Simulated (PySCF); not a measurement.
# A small calculation by hand: oscillator strength and radiative lifetime

C3H4O2Si, SMILES O=C1C=C[SiH2]O1.

The structure is a stationary point at PBE0-D3(BJ)/def2-SVP. This is a generated structure with no PubChem entry under its InChIKey; it may be hypothetical.

TDDFT-M06-2X/def2-SVPD (PySCF) puts the first singlet state with f over 0.02 at 6.51 eV (vertical), with the transition dipole (0.116, -1.364, 0.000) in atomic units.

Question: Find the oscillator strength, the wavelength and the radiative lifetime that this transition would have in vacuum if emission retraced absorption.

Answer: 
|μ|² = 1.8740 au, so |μ| = 3.48 D. ΔE = 6.51/27.211 = 0.2392 hartree. f = (2/3) ΔE |μ|² = 0.299 (the program prints 0.299).
λ = 1239.84/6.51 = 190 nm; ν = 52507 cm⁻¹.
Einstein's coefficient A = 0.6670 ν² f s⁻¹ (ν in cm⁻¹) = 5.5e8 s⁻¹, so τ = 1/A = 1.8 ns. This state is S3; the lower singlets have f = 0.000, 0.003. The figure is the radiative limit of this one transition; relaxation, internal conversion, crossing to triplets and a medium change what is measured.
